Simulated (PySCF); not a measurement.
# Computed properties of Se(Cl)(NMe2) (C2H6ClNSe), SMILES CN(C)[Se]Cl

Se(Cl)(NMe2) (C2H6ClNSe), SMILES Cl[Se]N(C)C. The structure is a stationary point at B3LYP-D3(BJ)/def2-SVP. One conformer was computed; it need not be the lowest. All values are computed for the isolated molecule unless a solvent is named; none is compared with measurement here.

**Structure.** The optimised structure has Cs symmetry. All 27 harmonic modes at B3LYP-D3(BJ)/def2-SVP (PySCF) are real, so it is a minimum. With heavy atoms numbered as in [Se:1]([Cl:2])[N:3]([CH3:4])[CH3:5], the shortest bond between them is N3–C5 at 1.458 Å and the longest Se1–Cl2 at 2.286 Å.

**Vibrations.** The strongest infrared lines (harmonic, unscaled, degenerate partners summed) lie at 982 cm⁻¹ (56 km/mol, C 39 %, N 31 %, H 29 %), 326 cm⁻¹ (56 km/mol, Cl 62 %, Se 34 %), 2999 cm⁻¹ (55 km/mol, H 96 %). The softest mode is at 98 cm⁻¹ and the zero-point energy is 52.2 kcal/mol.

**Electronic structure.** HF/def2-TZVP (PySCF) places the frontier levels at -9.55 and 1.53 eV, a gap of 11.08 eV, and gives a dipole moment of 3.00 D and a mean polarisability of 69.5 bohr³. PBE/def2-TZVP (PySCF) at the same geometry gives -5.39 and -2.78 eV, so its gap is 8.47 eV narrower. An orbital gap is neither the optical nor the fundamental gap.

**Excitations.** TDDFT-ωB97X/def2-SVPD (PySCF) has S1 at 3.02 eV (411 nm, f = 0.001, dark); the most intense of the 10 singlets computed lies at 7.32 eV (f = 0.15). T1 (TDA) is at 2.33 eV. TDDFT-PBE/def2-SVPD (PySCF) puts S1 at 2.82 eV.

**NMR.** GIAO shifts at HF/pcSseg-1 (PySCF) (non-relativistic, atoms alike by connectivity averaged): ¹³C at 49.2 ppm against TMS; ¹H at 3.2 ppm against TMS. Without spin–orbit terms, shifts of atoms bonded to Cl or Br come out too high.
